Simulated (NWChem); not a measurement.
System: CH$_{4}$F$_{2}$GaN; SMILES [F][Ga]([NH]C)[F]

Excerpt of the output:

```
             Northwest Computational Chemistry Package (NWChem) 7.3.0
             --------------------------------------------------------

 C1  symmetry detected

                             Geometry "geometry" -> ""
                             -------------------------

 Output coordinates in angstroms (scale by  1.889725989 to convert to a.u.)

  No.       Tag          Charge          X              Y              Z
 ---- ---------------- ---------- -------------- -------------- --------------
    1 Ga                  31.0000     0.01091365    -0.38439413    -0.00062668
    2 F                    9.0000     0.97898340    -1.84070911    -0.00357774
    3 F                    9.0000    -1.72412877    -0.61117130     0.00375725
    4 N                    7.0000     0.73733863     1.26642855     0.01979285
    5 C                    6.0000     0.00881046     2.52955916    -0.01059228
    6 H                    1.0000     1.74578726     1.34642235    -0.00604417
    7 H                    1.0000     0.22111435     3.10386629    -0.92296237
    8 H                    1.0000     0.25350367     3.15796394     0.85657947
    9 H                    1.0000    -1.06665328     2.33253417     0.01524231

 Effective nuclear repulsion energy (a.u.)     382.9950411912

                                 NWChem DFT Module
                                 -----------------

 Summary of "ao basis" -> "ao basis" (spherical)
 ------------------------------------------------------------------------------
       Tag                 Description            Shells   Functions and Types
 ---------------- ------------------------------  ------  ---------------------
 Ga                          6-31g*                 12       32   5s4p3d
 F                           6-31g*                  6       14   3s2p1d
 N                           6-31g*                  6       14   3s2p1d
 C                           6-31g*                  6       14   3s2p1d
 H                           6-31g*                  2        2   2s

            General Information
            -------------------
          SCF calculation type: DFT
          Wavefunction type:  closed shell.
          No. of atoms     :     9
          No. of electrons :    66
           Alpha electrons :    33
            Beta electrons :    33
          Charge           :     0
          Spin multiplicity:     1
          Use of symmetry is: off; symmetry adaption is: off
          Maximum number of iterations: 150
          AO basis - number of functions:    96
                     number of shells:    44
          Convergence on energy requested:  1.00D-06
          Convergence on density requested:  1.00D-05
          Convergence on gradient requested:  5.00D-04

              XC Information
              --------------
                         B3LYP Method XC Potential
                     Hartree-Fock (Exact) Exchange  0.200
                        Slater Exchange Functional  0.800 local
                    Becke 1988 Exchange Functional  0.720 non-local
              Lee-Yang-Parr Correlation Functional  0.810
                  VWN I RPA Correlation Functional  0.190 local

             Grid Information
             ----------------
          Grid used for XC integration:  medium
          Radial quadrature: Mura-Knowles
          Angular quadrature: Lebedev.
          Tag              B.-S. Rad. Rad. Pts. Rad. Cut. Ang. Pts.
          ---              ---------- --------- --------- ---------
          Ga                  1.30      112          10.0       590
          F                   0.50       49          12.0       434
          N                   0.65       49           8.0       434
          C                   0.70       49          10.0       434
          H                   0.35       45          12.0       434
          Grid pruning is: on
          Number of quadrature shells:   488
          Spatial weights used:  Erf1

      Superposition of Atomic Density Guess
      -------------------------------------

 Sum of atomic energies:       -2215.63698491

      Non-variational initial energy
      ------------------------------

 Total energy =   -2216.926808
 1-e energy   =   -3851.906078
 2-e energy   =    1251.984228
 HOMO         =      -0.288791
 LUMO         =      -0.070702

   convergence    iter        energy       DeltaE   RMS-Dens  Diis-err
 ---------------- ----- ----------------- --------- --------- ---------
 d= 0,ls=0.0,diis     1  -2219.5259596829 -2.60D+03  1.86D-02  1.04D+00
 d= 0,ls=0.0,diis     2  -2219.3854287462  1.41D-01  9.84D-03  3.09D+00
 d= 0,ls=0.0,diis     3  -2219.6478821218 -2.62D-01  1.47D-03  3.72D-02
 d= 0,ls=0.0,diis     4  -2219.6483880833 -5.06D-04  9.43D-04  2.31D-02
 d= 0,ls=0.0,diis     5  -2219.6504736234 -2.09D-03  2.33D-04  1.48D-03
  Resetting Diis
 d= 0,ls=0.0,diis     6  -2219.6506198165 -1.46D-04  4.59D-05  6.92D-05
 d= 0,ls=0.0,diis     7  -2219.6506241378 -4.32D-06  9.09D-06  2.68D-07
 d= 0,ls=0.0,diis     8  -2219.6506241395 -1.68D-09  4.68D-06  3.47D-07

         Total DFT energy =    -2219.650624139459
      One electron energy =    -3854.114821813078
           Coulomb energy =     1361.466640269862
    Exchange-Corr. energy =     -109.997483787449
 Nuclear repulsion energy =      382.995041191206

 Numeric. integr. density =       66.000015804290

                       DFT Final Molecular Orbital Analysis
                       ------------------------------------

 Vector   31  Occ=2.000000D+00  E=-3.697716D-01
              MO Center= -6.5D-01, -1.1D+00,  9.2D-04, r^2= 2.6D+00
   Bfn.  Coefficient  Atom+Function         Bfn.  Coefficient  Atom+Function
  ----- ------------  ---------------      ----- ------------  ---------------
    50      0.482561  3 F  py                35     -0.403138  2 F  px
    54      0.346480  3 F  py                39     -0.283083  2 F  px
    49     -0.178080  3 F  px                53     -0.117236  3 F  px
    36     -0.080935  2 F  py                40     -0.070895  2 F  py
    18      0.069732  1 Ga d -2              15     -0.058045  1 Ga px

 Vector   32  Occ=2.000000D+00  E=-3.586226D-01
              MO Center=  1.4D-01,  3.7D-01,  5.7D-03, r^2= 4.6D+00
   Bfn.  Coefficient  Atom+Function         Bfn.  Coefficient  Atom+Function
  ----- ------------  ---------------      ----- ------------  ---------------
    36      0.297722  2 F  py                64      0.264382  4 N  py
    50      0.223697  3 F  py                40      0.200294  2 F  py
    78     -0.187151  5 C  py                12     -0.179258  1 Ga py
    35      0.170204  2 F  px                63      0.168144  4 N  px
    54      0.152719  3 F  py                49      0.151861  3 F  px

 Vector   33  Occ=2.000000D+00  E=-2.557211D-01
              MO Center=  5.8D-01,  1.4D+00,  1.2D-02, r^2= 1.9D+00
   Bfn.  Coefficient  Atom+Function         Bfn.  Coefficient  Atom+Function
  ----- ------------  ---------------      ----- ------------  ---------------
    65      0.538129  4 N  pz                69      0.455809  4 N  pz
    13      0.175945  1 Ga pz                92      0.164293  7 H  s
    94     -0.160979  8 H  s                 79     -0.149093  5 C  pz
    91      0.129846  7 H  s                 93     -0.126910  8 H  s
    37     -0.079913  2 F  pz                51     -0.078684  3 F  pz

 Vector   34  Occ=0.000000D+00  E=-5.179581D-02
              MO Center=  6.0D-02, -3.6D-01, -3.8D-02, r^2= 4.1D+00
   Bfn.  Coefficient  Atom+Function         Bfn.  Coefficient  Atom+Function
  ----- ------------  ---------------      ----- ------------  ---------------
    14      0.786770  1 Ga s                 66     -0.534917  4 N  s
    10     -0.482432  1 Ga s                 38     -0.243071  2 F  s
    52     -0.237632  3 F  s                  6      0.225613  1 Ga s
    49     -0.195108  3 F  px                64      0.170521  4 N  py
    53     -0.164798  3 F  px                36     -0.159685  2 F  py

 Vector   35  Occ=0.000000D+00  E=-7.139107D-03
              MO Center=  2.9D-02, -3.1D-01,  3.4D-02, r^2= 4.4D+00
   Bfn.  Coefficient  Atom+Function         Bfn.  Coefficient  Atom+Function
  ----- ------------  ---------------      ----- ------------  ---------------
    13      0.628861  1 Ga pz                17      0.522629  1 Ga pz
    69     -0.268961  4 N  pz                65     -0.239146  4 N  pz
     9     -0.189226  1 Ga pz                37     -0.174452  2 F  pz
    51     -0.173924  3 F  pz                41     -0.159180  2 F  pz
    55     -0.158748  3 F  pz                92     -0.093129  7 H  s

 Vector   36  Occ=0.000000D+00  E= 4.722104D-02
              MO Center=  8.8D-02,  8.2D-02, -1.9D-04, r^2= 7.7D+00
   Bfn.  Coefficient  Atom+Function         Bfn.  Coefficient  Atom+Function
  ----- ------------  ---------------      ----- ------------  ---------------
    15      0.931074  1 Ga px                80      0.697842  5 C  s
    66     -0.339535  4 N  s                 96     -0.338684  9 H  s
    52      0.279105  3 F  s                 16     -0.222650  1 Ga py
    38     -0.219332  2 F  s                 94     -0.193534  8 H  s
    92     -0.180014  7 H  s                 90      0.147361  6 H  s

     Multipole analysis of the density
     ---------------------------------

     L   x y z        total         alpha         beta         nuclear
     -   - - -        -----         -----         ----         -------
     0   0 0 0     -0.000000    -33.000000    -33.000000     66.000000

     1   1 0 0      0.534479      0.267239      0.267239      0.000000
     1   0 1 0      1.190745      0.595372      0.595372     -0.000000
     1   0 0 1     -0.030219     -0.015110     -0.015110     -0.000000

     2   2 0 0    -30.086373    -92.691999    -92.691999    155.297626
     2   1 1 0      1.414404     -1.355146     -1.355146      4.124696
     2   1 0 1     -0.050990     -0.021598     -0.021598     -0.007795
     2   0 2 0    -28.833998   -219.602114   -219.602114    410.370229
     2   0 1 1     -0.081835      0.086779      0.086779     -0.255394
     2   0 0 2    -27.020545    -16.348424    -16.348424      5.676302

                                 NWChem DFT Module
                                 -----------------

            General Information
            -------------------
          SCF calculation type: DFT
          Wavefunction type:  spin polarized.
          No. of atoms     :     9
          No. of electrons :    65
           Alpha electrons :    33
            Beta electrons :    32
          Charge           :     1
          Spin multiplicity:     2
          Use of symmetry is: off; symmetry adaption is: off
          Maximum number of iterations: 150
          AO basis - number of functions:    96
                     number of shells:    44
          Convergence on energy requested:  1.00D-06
          Convergence on density requested:  1.00D-05
          Convergence on gradient requested:  5.00D-04

              XC Information
              --------------
                         B3LYP Method XC Potential
                     Hartree-Fock (Exact) Exchange  0.200
                        Slater Exchange Functional  0.800 local
                    Becke 1988 Exchange Functional  0.720 non-local
              Lee-Yang-Parr Correlation Functional  0.810
                  VWN I RPA Correlation Functional  0.190 local

             Grid Information
             ----------------
          Grid used for XC integration:  medium
          Radial quadrature: Mura-Knowles
          Angular quadrature: Lebedev.
          Tag              B.-S. Rad. Rad. Pts. Rad. Cut. Ang. Pts.
          ---              ---------- --------- --------- ---------
          Ga                  1.30      112          10.0       590
          F                   0.50       49          12.0       434
          N                   0.65       49           8.0       434
          C                   0.70       49          10.0       434
          H                   0.35       45          12.0       434
          Grid pruning is: on
          Number of quadrature shells:   488
          Spatial weights used:  Erf1

      Superposition of Atomic Density Guess
      -------------------------------------

 Sum of atomic energies:       -2215.63698491

 Renormalizing density from      66.00 to     65

      Non-variational initial energy
      ------------------------------

 Total energy =   -2196.216095
 1-e energy   =   -3793.543864
 2-e energy   =    1214.332728
 HOMO         =      -0.555731
 LUMO         =      -0.389412

[...]
```

Level: B3LYP/6-31G* (spherical d), vertical spin-unrestricted ions. All runs use the structure optimised with B3LYP/6-31G* (spherical d).

Question: Write an input that gives this output.

Answer: This is not unique; one that fits is the input that was run:
```
start job
memory heap 200 mb stack 900 mb global 1100 mb
geometry units angstroms noautoz
  Ga     0.015017    -0.398538     0.043092
  F      0.991240    -1.847319    -0.034647
  F     -1.695472    -0.634899     0.326253
  N      0.713022     1.255291    -0.132875
  C     -0.028964     2.510805    -0.115074
  H      1.704342     1.339704    -0.317792
  H      0.032772     3.037613    -1.077354
  H      0.337232     3.185321     0.670854
  H     -1.084877     2.309133     0.086134
end
basis spherical
  * library 6-31g*
end
dft
  xc b3lyp
  iterations 150
  vectors input atomic output neutral.movecs
end
task dft energy
charge 1
dft
  odft
  mult 2
  vectors input atomic output cation.movecs
end
task dft energy
```
